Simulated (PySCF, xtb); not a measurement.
Sn(H)(Cl)2(OH) (Cl2H2OSn), SMILES [OH][SnH]([Cl])[Cl]. The values are those of a single conformer.

Harmonic wavenumbers (cm⁻¹) from GFN2-xTB in xtb at its own minimum, in rising order: 87, 106, 132, 139, 300, 336, 431, 454, 477, 791, 1445, 3631.

**Question.** What does B3LYP-D3(BJ)/def2-SVP in PySCF give at its own minimum? (An estimate is asked for; the answer gives what the named calculation found.)

**Answer.** 113, 123, 154, 213, 367, 380, 545, 556, 633, 867, 1968, 3818. Paired by order, the mean absolute difference is 117 cm⁻¹ and the zero-point energies are 11.9 and 13.9 kcal/mol.
